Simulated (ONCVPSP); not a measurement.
Before and after: ONCV potential for Ti

```
Element                 : titanium (Ti)
Generator               : ONCVPSP 4.0.1
Type                    : optimised norm-conserving Vanderbilt (ONCV)
Functional              : LDA (Perdew-Zunger)
Relativity              : scalar-relativistic
Frozen core             : [Ar]
Valence charge          : 4
Reference configuration : 3d2 4s2
Partial waves           : 4s: rc 3.05 bohr, ncon 4, nbas 9, qcut 2.6 1/bohr, 2 projectors, debl 2.6 Ha; p scattering state at 0.34 Ha: rc 2.65 bohr, ncon 3, nbas 8, qcut 3.6 1/bohr, 1 projector; 3d: rc 2.30 bohr, ncon 4, nbas 9, qcut 5.8 1/bohr, 2 projectors, debl 1.2 Ha
Local potential         : polynomial inside 1.85 bohr (lpopt 3, dvloc0 6 Ha)
Core correction         : Teter function, fcfact 3.25, rcfact 1.05
```

In the p channel the program set the typed energies aside and used 0.050 Ha.

Change: s: qcut 3.1.

Cutoffs: the cutoffs (Ha) at which the residual kinetic energy of the hardest occupied pseudo-wave falls to 1 and 0.1 mHa per electron; they do not see the model core or the augmentation charge, which bear on the density cutoff. Errors are all-electron minus pseudo energies relative to the spin-unpolarised reference configuration.

**Question.** Predict the effect on cutoff, ghosts and configuration errors.

**Answer.** The potential gets neither clearly harder nor softer (15 Ha and 18 Ha → 15 Ha and 18 Ha); the d channel sets the loose cutoff, while the largest relative change is in s, which becomes harder; of the 4 tests that both files solve, the error grows in 0 and shrinks in 1 by more than 15 % and 0.3 meV (median size 94.7 → 89.3 meV); neither file shows a bound ghost.

| quantity | base | changed |
| --- | --- | --- |
| cutoff, loose | 15 Ha | 15 Ha |
| cutoff, tight | 18 Ha | 18 Ha |
| loose cutoff by channel | s 2.5 Ha, d 15 Ha | s 2.9 Ha, d 15 Ha |
| bound ghosts | none | none |
| GHOST(+) flags under 300 eV | s at 280.6 eV | none |
| error for 3d2 4s1, meV [ΔE 7.54 eV] | +11 | +11 |
| error for 3d2 4s0, meV [ΔE 21.34 eV] | +90 | +99 |
| error for 3d1 4s0, meV [ΔE 48.53 eV] | +438 | +493 |
| error for 3d3 4s0, meV [ΔE 7.56 eV] | +99 | +79 |
| s: phases at 3.09 bohr within 0.05 rad from the reference energy up to (Ha; the scan ends near 5) | 1.3 | 1.5 |
| p: phases at 2.69 bohr within 0.05 rad from the reference energy up to (Ha; the scan ends near 5) | 1.2 | 1.2 |
| d: phases at 2.33 bohr within 0.05 rad from the reference energy up to (Ha; the scan ends near 5) | 3.8 | 3.8 |
| rms error of d²Exc/dni dnj with the model core, mHa | 17.44 | 17.48 |
